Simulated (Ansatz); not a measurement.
Born–Oppenheimer molecular dynamics of H₄O₂Sn (7 atoms, charge 0, multiplicity 1). It starts from a relaxed structure.

Method: RKS PBE-D4/def2-SVP (Ansatz).

| Property | Result |
| --- | --- |
| ensemble | NVE (Milne-controlled integrator) |
| time step | 0.25 fs |
| steps asked | 300 |
| starting velocities drawn for | 3000 K |
| seed | 7156 |

Frames 0.5 fs apart, positions in Å.

Velocities at 57.5 fs (Å/ps):

```
Sn -0.03 2.80 2.84
H -18.97 -18.80 -31.44
O 12.72 -2.15 -8.19
H 48.87 -21.48 -30.78
H -33.23 -48.19 -2.30
O -13.49 -7.19 -9.79
H 19.38 -92.83 15.40
```

```xyz
7
Properties=species:S:1:pos:R:3 time_fs=57.5 energy_less_start_eV=0.426 T=2341
Sn -0.065 0.020 0.038
H 0.177 -0.360 1.654
O 1.677 -0.107 -0.919
H 2.387 -0.160 -0.263
H -1.025 1.361 -0.415
O -1.253 -1.329 -0.466
H -1.321 -1.789 -1.305
7
Properties=species:S:1:pos:R:3 time_fs=58 energy_less_start_eV=0.424 T=2343
Sn -0.065 0.021 0.040
H 0.168 -0.370 1.639
O 1.683 -0.108 -0.923
H 2.412 -0.171 -0.278
H -1.042 1.337 -0.416
O -1.260 -1.333 -0.471
H -1.311 -1.836 -1.298
7
Properties=species:S:1:pos:R:3 time_fs=58.5 energy_less_start_eV=0.437 T=2323
Sn -0.065 0.023 0.041
H 0.160 -0.379 1.627
O 1.690 -0.110 -0.928
H 2.436 -0.182 -0.293
H -1.057 1.316 -0.418
O -1.267 -1.337 -0.476
H -1.300 -1.882 -1.291
7
Properties=species:S:1:pos:R:3 time_fs=59 energy_less_start_eV=0.462 T=2285
Sn -0.065 0.024 0.043
H 0.152 -0.389 1.617
O 1.696 -0.111 -0.932
H 2.460 -0.193 -0.309
H -1.073 1.296 -0.419
O -1.275 -1.342 -0.481
H -1.289 -1.927 -1.283
7
Properties=species:S:1:pos:R:3 time_fs=59.5 energy_less_start_eV=0.492 T=2239
Sn -0.064 0.026 0.044
H 0.144 -0.398 1.611
O 1.702 -0.112 -0.936
H 2.483 -0.204 -0.325
H -1.088 1.277 -0.420
O -1.282 -1.347 -0.487
H -1.278 -1.970 -1.273
7
Properties=species:S:1:pos:R:3 time_fs=60 energy_less_start_eV=0.519 T=2196
Sn -0.064 0.027 0.045
H 0.138 -0.408 1.608
O 1.709 -0.113 -0.940
H 2.503 -0.214 -0.342
H -1.103 1.261 -0.422
O -1.290 -1.352 -0.492
H -1.265 -2.010 -1.261
7
Properties=species:S:1:pos:R:3 time_fs=60.5 energy_less_start_eV=0.538 T=2168
Sn -0.064 0.029 0.047
H 0.133 -0.417 1.609
O 1.716 -0.114 -0.944
H 2.521 -0.225 -0.360
H -1.118 1.248 -0.424
O -1.298 -1.358 -0.498
H -1.252 -2.047 -1.245
7
Properties=species:S:1:pos:R:3 time_fs=61 energy_less_start_eV=0.543 T=2160
Sn -0.064 0.030 0.048
H 0.128 -0.427 1.613
O 1.722 -0.115 -0.948
H 2.537 -0.235 -0.379
H -1.132 1.236 -0.427
O -1.307 -1.364 -0.504
H -1.238 -2.081 -1.226
7
Properties=species:S:1:pos:R:3 time_fs=61.5 energy_less_start_eV=0.536 T=2171
Sn -0.064 0.032 0.050
H 0.124 -0.437 1.621
O 1.729 -0.116 -0.952
H 2.549 -0.245 -0.399
H -1.146 1.227 -0.429
O -1.315 -1.371 -0.511
H -1.224 -2.111 -1.204
7
Properties=species:S:1:pos:R:3 time_fs=62 energy_less_start_eV=0.521 T=2193
Sn -0.064 0.034 0.051
H 0.121 -0.447 1.631
O 1.736 -0.116 -0.956
H 2.560 -0.255 -0.420
H -1.160 1.220 -0.432
O -1.324 -1.378 -0.518
H -1.209 -2.137 -1.178
7
Properties=species:S:1:pos:R:3 time_fs=62.5 energy_less_start_eV=0.506 T=2218
Sn -0.064 0.035 0.052
H 0.119 -0.457 1.644
O 1.743 -0.117 -0.960
H 2.567 -0.265 -0.441
H -1.174 1.215 -0.435
O -1.332 -1.385 -0.525
H -1.193 -2.159 -1.149
7
Properties=species:S:1:pos:R:3 time_fs=63 energy_less_start_eV=0.496 T=2232
Sn -0.063 0.036 0.053
H 0.118 -0.466 1.659
O 1.749 -0.118 -0.963
H 2.574 -0.274 -0.461
H -1.186 1.211 -0.438
O -1.341 -1.393 -0.532
H -1.177 -2.179 -1.119
```

Of the whole run (75 fs, mean temperature of the second half 1778 K): The conserved energy stayed within 0.0016 meV per atom of its start (net change 0.0014 meV per atom), so the integration is sound. A run of 0.075 ps of so small a system gives no equilibrium averages.

The run took 8.3 min on 1 thread of Arm Neoverse V2 (shared host), peak memory 0.14 GiB.
